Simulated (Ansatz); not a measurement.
Relaxation of CH$_{6}$AlNO$_{2}$ (11 atoms, charge 0, multiplicity 1), to a largest force component of 0.015 eV/Å in at most 40 steps.

Method: RHF/6-31G in Ansatz 0.2.0.

```xyz
11
Properties=species:S:1:pos:R:3
C -0.834 -0.674 1.328
N 0.259 -0.985 0.481
Al 1.878 -1.298 1.482
O 3.442 -1.871 0.544
O 1.911 -1.155 3.284
H -0.677 0.308 1.905
H -1.063 -1.457 2.028
H -1.748 -0.464 0.681
H -0.024 -1.910 0.010
H 3.835 -0.965 0.370
H 2.115 -0.220 3.457
```

**Question.** Where does it end, and by what steps?

**Answer.** The forces met the threshold. The force dipped under the threshold on the way, but the program's further checks kept it going. Limits of this set-up: no polarisation functions. After 14 steps the energy has fallen by 2.749 eV; H6 moved furthest, 0.88 Å.

```tsv
step	energy less start (eV)	largest force component (eV/Å)	accepted
0	0.0000	3.983	yes
1	-1.3473	3.058	yes
2	-2.0994	1.608	yes
3	-2.3242	2.033	yes
4	-2.5030	1.115	yes
5	-2.6869	0.469	yes
6	-2.7369	0.356	yes
7	-2.7479	0.073	yes
8	-2.7481	0.068	yes
9	-2.7487	0.012	yes
10	-2.7485	0.142	no
11	-2.7488	0.027	yes
12	-2.7489	0.013	yes
13	-2.7487	0.043	no
14	-2.7489	0.005	yes
```

```xyz
11
Properties=species:S:1:pos:R:3
C -0.986 -0.835 1.374
N 0.281 -1.203 0.755
Al 1.913 -1.050 1.448
O 3.227 -1.545 0.537
O 2.072 -0.415 2.990
H -0.810 -0.430 2.361
H -1.647 -1.692 1.483
H -1.514 -0.079 0.798
H 0.171 -1.579 -0.161
H 4.050 -1.774 0.162
H 2.336 -0.087 3.822
```

The run took 66 s on 1 thread of AMD EPYC 7R43 64-Core Processor (Zen 3) (shared host), peak memory 0.15 GiB.
